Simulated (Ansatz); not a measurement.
Compare A (`BC(C)O[SiH3]`) with its isomer B (`B[SiH2]OCC`).

Calculated with Ansatz (gas phase, PBE0-D4/def2-TZVP geometries, no zero-point term in ΔE). CCSD(T)/CBS is the MP2 limit (def2-TZVPP, def2-QZVPP) plus CCSD(T) − MP2 in def2-TZVPP, frozen cores. Functionals use def2-TZVPP. B3LYP here is the variant with VWN-RPA as its local correlation; programs differ in this. One conformer a species, not always the lowest.

Question: Which isomer does CCSD(T)/CBS put lower? Give the gap. (Estimate.)

Answer: Computed: A, by 16.0 kJ/mol.

Question: Give E(B) − E(A) in kJ/mol with BLYP-D4, CCSD(T)/def2-TZVPP, CCSD(T)/def2-SVP, ωB97M-V, B2PLYP, MP2/def2-TZVPP, B3LYP-D4. (An estimate is asked.)

Answer: Ansatz gave: BLYP-D4 16.2, CCSD(T)/def2-TZVPP 15.6, CCSD(T)/def2-SVP 17.4, ωB97M-V 20.3, B2PLYP 16.2, MP2/def2-TZVPP 21.3, B3LYP-D4 16.5. None reverses the order clearly.

Question: Does the order hold for the free energy at 298.15 K (harmonic terms from PBE0-D4)? (Estimate.)

Answer: The calculation gave: Yes: G(B) − G(A) = +21.9 kJ/mol, for one conformer each. Modes under 60 cm⁻¹, often nearly free rotors, make the harmonic entropy too high.

Largest T1 diagnostic: 0.011.

Leaving LDA and LC-ωPBE aside and taking each functional with its dispersion term where it has one, the values, not all of them listed here, spread over 9.5 kJ/mol, from PBE-D4 to ωB97M-V. LDA lies +8.4 kJ/mol from PBE without D4. The D4 term adds +3.5 kJ/mol with B3LYP and +1.8 kJ/mol with PBE0; it sums over pairs of atoms, weighted by their polarisabilities, and B3LYP, whose exchange is more repulsive, gets the larger term.
